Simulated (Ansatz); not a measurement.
Reaction (hydrogen abstraction from a Ga–H bond): `C[O][GaH][O]C` + `[OH]`• → `C[O][Ga][O]C`• + H₂O

Isolated molecules relaxed with PBE0-D4/def2-TZVP in Ansatz; ΔE leaves out vibrations. CCSD(T)/CBS adds triple-zeta CCSD(T) − MP2 to the extrapolated MP2 energy (def2 sets, frozen cores). This one scheme is used for every species. DFT in def2-TZVPP. B3LYP here is the variant with VWN-RPA as its local correlation; programs differ in this. HSE06 is defined as in plane-wave codes. Open shells (•) are unrestricted, without spin–orbit coupling. For Ga outer-core shells are correlated without core-valence functions, which leaves a few kJ/mol of doubt a bond. Scalar relativity is left out up to krypton. One conformer a species, not always the lowest.

```
             level  ΔE (kcal/mol)  difference from CCSD(T)/CBS
       LDA (SPW92)          -52.2                        -13.7
         revPBE-D4          -42.4                         -3.9
           BLYP-D4          -42.5                         -4.0
         r2SCAN-D4          -39.4                         -0.9
           PBE0-D4          -39.5                         -1.0
          B3LYP-D4          -39.2                         -0.7
        r2SCANh-D4          -38.1                          0.4
        r2SCAN0-D4          -36.3                          2.2
          HSE06-D4          -39.8                         -1.3
          BHLYP-D4          -32.9                          5.6
      CAM-B3LYP-D4          -37.9                          0.6
           ωB97X-V          -36.2                          2.3
           ωB97M-V          -39.0                         -0.5
            B2PLYP          -39.6                         -1.1
          PBE-QIDH          -38.5                          0.0
               PBE          -45.0                         -6.5
            revPBE          -43.4                         -4.9
              PBE0          -39.9                         -1.4
             B3LYP          -39.9                         -1.4
           r2SCANh          -38.3                          0.2
           r2SCAN0          -36.4                          2.1
             HSE06          -40.1                         -1.6
             BHLYP          -33.4                          5.1
         CAM-B3LYP          -38.2                          0.3
           LC-ωPBE          -37.9                          0.6
RPA@PBE/def2-TZVPP          -33.5                          5.0
       HF/def2-SVP          -19.5                         19.0
      MP2/def2-SVP          -38.7                         -0.2
     CCSD/def2-SVP          -32.5                          6.0
  CCSD(T)/def2-SVP          -33.5                          5.0
     HF/def2-TZVPP          -21.5                         17.0
    MP2/def2-TZVPP          -43.4                         -4.9
SCS-MP2/def2-TZVPP          -39.3                         -0.8
   CCSD/def2-TZVPP          -35.5                          3.0
CCSD(T)/def2-TZVPP          -37.3                          1.2
     HF/def2-QZVPP          -21.7                         16.8
SCS-MP2/def2-QZVPP          -40.1                         -1.6
      HF/CBS(def2)          -21.7                         16.8
     MP2/CBS(def2)          -44.6                         -6.1
    CCSD/CBS(def2)          -36.7                          1.8
       CCSD(T)/CBS          -38.5                            0
```

Largest T1 diagnostic among the species: 0.017.

From r2SCAN to r2SCAN0 (25 % exact exchange), in def2-TZVPP and without D4, ΔE moves by +3.1 kcal/mol. In def2-TZVPP, CCSD(T) changes the Hartree–Fock value by −15.8 kcal/mol (the triples alone add −1.8 kcal/mol) and MP2 by −21.9 kcal/mol.
